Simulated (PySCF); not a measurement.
A series of related molecules.

All values: B3LYP/def2-SVPD (PySCF) at GFN2-xTB geometries, gas phase, one conformer each. Core orbitals are frozen in the response; Δα² is half the sum of the squared differences of the principal polarisabilities.

Question: Rank by polarisability anisotropy Δα, lowest first.
A. `[CH3:1][C@@H:2]([OH:3])[C@H:4]1[CH:5]=[CH:6][SiH2:7]1` with C1–C2–O3–H -53°, C1–C2–C4–C5 79°
B. `[CH3:1][C@@H:2]([SH:3])[C@@H:4]1[CH2:5][CH2:6][SiH2:7]1` with C1–C2–S3–H 66°, C1–C2–C4–C5 177°, C2–C4–C5–C6 -133°, C4–C5–C6–Si7 11°, C5–C6–Si7–C4 -9°, C2–C4–Si7–C6 129°
C. `[OH:1][CH2:2][C@H:3]1[CH2:4][CH2:5][SiH2:6]1` with H–O1–C2–C3 -57°, O1–C2–C3–C4 -166°
D. `[CH3:1][C@@H:2]([OH:3])[C@H:4]1[CH2:5][CH2:6][SiH2:7]1` with C1–C2–O3–H 61°, C1–C2–C4–C5 75°, C2–C4–C5–C6 129°, C4–C5–C6–Si7 -9°, C5–C6–Si7–C4 7°, C2–C4–Si7–C6 -127°
E. `[CH3:1][C@H:2]([OH:3])[CH:4]1[SiH2:5][CH2:6][SiH2:7]1` with C1–C2–O3–H -64°, C1–C2–C4–Si5 178°

Answer: C (2.27 Å³), D (3.08 Å³), E (3.83 Å³), A (4.26 Å³), B (5.06 Å³).

All values together:

```csv
SMILES,change,formula,μ (D),HOMO (eV),LUMO (eV),α (Å³),Δα (Å³),electrons,α per electron (Å³)
C[C@@H](O)[C@H]1CC[SiH2]1,parent,C5H12OSi,1.71,-7.26,-0.02,13.38,3.08,64,0.209
C[C@H](O)C1[SiH2]C[SiH2]1,C replaced by Si,C4H12OSi2,1.55,-7.37,-0.43,15.53,3.83,72,0.216
OC[C@H]1CC[SiH2]1,terminal C group replaced by H,C4H10OSi,1.76,-7.28,-0.07,11.60,2.27,56,0.207
C[C@@H](S)[C@@H]1CC[SiH2]1,O replaced by S,C5H12SSi,1.71,-6.40,-0.20,15.93,5.06,72,0.221
C[C@@H](O)[C@H]1C=C[SiH2]1,C-C bond made double,C5H10OSi,1.64,-7.33,-0.34,13.23,4.26,62,0.213
```

Conformers: `[CH3:1][C@@H:2]([OH:3])[C@H:4]1[CH2:5][CH2:6][SiH2:7]1` with C1–C2–O3–H 61°, C1–C2–C4–C5 75°, C2–C4–C5–C6 129°, C4–C5–C6–Si7 -9°, C5–C6–Si7–C4 7°, C2–C4–Si7–C6 -127°; `[CH3:1][C@H:2]([OH:3])[CH:4]1[SiH2:5][CH2:6][SiH2:7]1` with C1–C2–O3–H -64°, C1–C2–C4–Si5 178°; `[OH:1][CH2:2][C@H:3]1[CH2:4][CH2:5][SiH2:6]1` with H–O1–C2–C3 -57°, O1–C2–C3–C4 -166°; `[CH3:1][C@@H:2]([SH:3])[C@@H:4]1[CH2:5][CH2:6][SiH2:7]1` with C1–C2–S3–H 66°, C1–C2–C4–C5 177°, C2–C4–C5–C6 -133°, C4–C5–C6–Si7 11°, C5–C6–Si7–C4 -9°, C2–C4–Si7–C6 129°; `[CH3:1][C@@H:2]([OH:3])[C@H:4]1[CH:5]=[CH:6][SiH2:7]1` with C1–C2–O3–H -53°, C1–C2–C4–C5 79°.

Question: Give the shifts from the parent, `C[C@@H](O)[C@H]1CC[SiH2]1`.

Answer: 
```
                    SMILES  change in μ (D)  change in HOMO (eV)  change in LUMO (eV)  change in mean α (Å³)
 C[C@H](O)C1[SiH2]C[SiH2]1            -0.16                -0.11                -0.41                  +2.15
         OC[C@H]1CC[SiH2]1            +0.05                -0.02                -0.05                  -1.78
C[C@@H](S)[C@@H]1CC[SiH2]1             0.00                +0.86                -0.18                  +2.55
C[C@@H](O)[C@H]1C=C[SiH2]1            -0.07                -0.07                -0.32                  -0.15
```
